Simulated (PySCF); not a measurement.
Nuclear repulsion and electron count by hand

System: I₄Ti (SMILES [I][Ti]([I])([I])[I]), singlet, at a GFN2-xTB geometry (such geometries of metal compounds can be far from the true shape) (all electrons, no relativity). Level: B3LYP/STO-3G run with PySCF. Sums are taken with unrounded values, so a last digit can differ.

Coordinates (Å):

```
atom         x         y         z
----  --------  --------  --------
Ti1    0.00000   0.00000   0.00000
I2     2.09524  -0.59547  -1.49603
I3     0.78783   0.44203   2.48327
I4    -1.17364   2.16820  -0.95090
I5    -1.70943  -2.01476  -0.03634
```

Task: Work out the nuclear repulsion energy and the numbers of alpha and beta electrons.

Result: In atomic units each pair adds Z_i Z_j / r_ij, with r in bohr (1 bohr = 0.529177 Å).
| pair | r (Å) | r (bohr) | Z_i Z_j | term (Eh) |
|---|---|---|---|---|
| Ti1-I2 | 2.6425 | 4.9936 | 1166 | 233.5001 |
| Ti1-I3 | 2.6425 | 4.9936 | 1166 | 233.5002 |
| Ti1-I4 | 2.6425 | 4.9936 | 1166 | 233.5002 |
| Ti1-I5 | 2.6425 | 4.9936 | 1166 | 233.5002 |
| I2-I3 | 4.3152 | 8.1545 | 2809 | 344.4737 |
| I2-I4 | 4.3152 | 8.1545 | 2809 | 344.4736 |
| I2-I5 | 4.3152 | 8.1545 | 2809 | 344.4736 |
| I3-I4 | 4.3152 | 8.1545 | 2809 | 344.4737 |
| I3-I5 | 4.3152 | 8.1545 | 2809 | 344.4737 |
| I4-I5 | 4.3152 | 8.1545 | 2809 | 344.4737 |
The sum is 3000.8426 Eh; PySCF gives 3000.8426 Eh. The atomic numbers add up to 234, so at charge +0 there are 234 electrons; multiplicity 1 means 0 unpaired, so 117 alpha and 117 beta.
